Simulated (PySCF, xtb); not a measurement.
CuF₂, SMILES [Cu-]([F])[F], charge -1, multiplicity 1.

Harmonic wavenumbers (cm⁻¹) from GFN2-xTB (xtb) at its own minimum, in rising order: 155, 155, 379, 547.

Question: What does B3LYP-D3(BJ)/def2-TZVPD run with PySCF give at its own minimum? (An estimate is asked for; the answer gives what the named calculation found.)

Answer: 171, 171, 465, 580. Paired by order, the mean absolute difference is 38 cm⁻¹ and the zero-point energies are 1.8 and 2.0 kcal/mol.
